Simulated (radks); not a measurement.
Values are calculated unless marked as measured or tabulated.
Valence configurations of S2+ (all share [Ne]). Code: a radial shooting solver on a logarithmic mesh with Libxc functionals. Model: Dirac Kohn-Sham, LDA (Slater exchange, Perdew-Wang correlation), spin-unpolarised, spherical densities, finite nucleus; open shells fill j = l - 1/2 first; Fermi nuclear charge, rms radius 3.2611 fm. Energies are relative to 3s2 3p2; eigenvalues in eV.

valence,E (eV),e(3p1/2),e(3p3/2),e(3s1/2)
3s2 3p2,0.000,-28.127,-,-39.369
3s1.5 3p2.5,5.689,-28.408,-28.289,-39.683
3s1 3p3,11.394,-28.683,-28.562,-39.990
3p4,22.855,-29.213,-29.090,-
3s0.5 3p3.5,17.117,-28.951,-28.829,-40.290

NIST lists [Ne] 3s2 3p2 as the ground configuration; this level of theory agrees among the configurations tried. The energies are those of spherical spin-averaged densities, not of single terms.
